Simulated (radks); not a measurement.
Q: Au+, 78 electrons, occupied as [Xe] 4f14 5d10. All-electron calculation, Dirac Kohn-Sham, BLYP, spin-unpolarised, spherical densities, finite nucleus; Fermi nuclear charge, rms radius 5.4371 fm. Program: a radial shooting solver on a logarithmic mesh with Libxc functionals.

Spin-orbit splittings of the eigenvalues, e(l+1/2) - e(l-1/2), with zeta = 2 splitting/(2l+1) and mean radii in bohr:

| shell | occ. | splitting (eV) | zeta (eV) | <r> j=l-1/2 | <r> j=l+1/2 |
|---|---|---|---|---|---|
| 2p | 6 | 1836 | 1224 | 0.05798 | 0.06653 |
| 3p | 6 | 405.1 | 270.1 | 0.1736 | 0.1893 |
| 3d | 10 | 87.08 | 34.83 | 0.1648 | 0.1696 |
| 4p | 6 | 97.19 | 64.79 | 0.4094 | 0.4435 |
| 4d | 10 | 18.10 | 7.240 | 0.4519 | 0.4631 |
| 4f | 14 | ? | ? | 0.4954 | 0.5024 |
| 5p | 6 | 16.51 | 11.01 | 1.004 | 1.104 |
| 5d | 10 | 1.565 | 0.6261 | 1.541 | 1.613 |

Estimate the 4f splitting.

A: 3.812 eV (zeta = 1.089 eV).
